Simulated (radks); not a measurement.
Results of a calculation; reference values are marked as such.
Problem. The mean radii <r> (bohr) of the occupied orbitals of an atom or ion are listed with their occupations. Level of theory: scalar-relativistic Kohn-Sham, BLYP, spin-polarised, spherical densities, point nucleus (a radial shooting solver on a logarithmic mesh with Libxc functionals).

orbital  occ.      <r>
1s up       1  0.05031
1s down     1  0.05031
2s up       1   0.2263
2s down     1   0.2262
2p up       3   0.1983
2p down     3   0.1982
3s up       1   0.6772
3s down     1   0.6780
3p up       3   0.7058
3p down     3   0.7070
3d up       5   0.8188
3d down     4   0.8254

Name the element and its charge. Open shells, if any, are filled with parallel spins first.

Solution. Z = 30, zinc, charge +3: Zn3+ in [Ar] 3d9. The 1s radius gives Z: for a bare nucleus <r> = (2 gamma + 1)/(2Z) with gamma = sqrt(1 - (Z/c)^2), 0.04919 bohr for Z = 30, and screening makes it slightly larger (0.05031 here). The occupations add up to 27, and the charge is Z minus that.
